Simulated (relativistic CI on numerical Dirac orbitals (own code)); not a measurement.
Pm XXVIII: sensitivity of the levels to the model

Base calculation: Dirac-Coulomb-Breit CI, orbitals from a KLI potential per configuration, model QED (radiative potential, 1s self-energy scaled to tabulated hydrogen-like ionisation energies), unscaled Slater integrals.

Configuration list (outside the closed core [Ar] 3d10): 4s2.4p4, 4s.4p5, 4s2.4p3.4d, 4p6, 4s.4p4.4d, 4s2.4p3.4f, 4s.4p4.4f, 4p5.4d, 4s.4p3.4d2, 4s2.4p2.4d.4f, 4p5.4f, 4s2.4p3.5s, 4p4.4d.4f, 4p5.5s, 4s2.4p3.5p, 4s.4p3.4f2, 4s.4p3.4d.5s, 4s.4p4.5s, 4s2.4p2.4f.5s, 4s2.4p3.5d, 4s.4p4.5p, 4s2.4p3.5f, 4s2.4p3.5g, 4s.4p4.5d, 4s2.4p3.6s, 4p4.4f.5s, 4s.4p4.5f, 4s2.4p2.4d2, 4s2.4p.4d3, 4s.4p2.4d3, 4s2.4p.4d2.4f, 4s.4p2.4d2.4f, 4s2.4p.4d2.5s, 4p4.4d2, 4p3.4d3, 4p3.4d2.4f, 4p3.4d2.5s, 4s2.4p2.4d.5s, 4s.4p2.4d2.5s, 4s2.4p.4d.4f.5s, 4s.4p2.4d.4f.5s, 4s2.4p.4d.5s2, 4p4.4d.5s, 4p3.4d.4f.5s, 4p3.4d.5s2, 4s2.4p2.5s2, 4s.4p2.4d.5s2, 4s2.4p.4f.5s2, 4s.4p2.4f.5s2. Double excitations out of closed p, d and f shells are left out; levels of such configurations are missing from the list, as are those of other unlisted configurations, and high levels can miss mixing partners. These lack a partner that the ground configuration has and come out too high: 4s2.4p3.5p, 4s2.4p3.5d, 4s.4p4.5p, 4s2.4p3.5f, 4s2.4p3.5g.

Variants: (1) valence Slater integrals scaled by 0.9; (2) configuration mixing switched off; (3) only the first 3 configurations. Shifts of the energy above 4s2.4p4 3P_2, in cm⁻¹, for the lowest level and the first level of each name with at least 55 % of one term (blank where a level changes its place among those of its configuration and J or its character, or is not in the variant):

```tsv
Level	Base	Δ(1)	Δ(2)	Δ(3)
4s2.4p4 3P_2	0	0	0	0
4s2.4p4 1S_0	53308	-4714	+2052	+2052
4s2.4p4 3P_1	248573	+1452	+1441	+1441
4s2.4p4 1D_2	277331	-1310	+3927	+3927
4s2.4p4 3P_0	549805	-2223	+7021	+7021
4s.4p5 3P°_2	773989	+11899	+63988	-2673
4s.4p5 3P°_0	1021197	+12427	+79466	-1826
4s2.4p3.4d 3D°_1	1030515	-3398	+993	+4606
4s2.4p3.4d 3G°_4	1136336	+4109	+2723	+2723
4s2.4p3.4d 3D°_3	1139755		+2520	+2520
4s2.4p3.4d 3G°_5	1190364	+3241	+2933	+2933
4p6 1S_0	1630503	+17640	+184537	
4s.4p4.4d 5F_5	1677038	+12763	+6862
```

At this charge energies of transitions that change n are usually good to better than 1 %, and those within a shell (Δn = 0) to a few per cent.

Ionisation energy from the two ground configurations alone: base 998.565 eV. The NIST ASD value (theoretical) is 998 eV.

LS names give the leading component of a level, which can be under half, so a name can repeat, a term be missing and a line seem to break the LS rules.
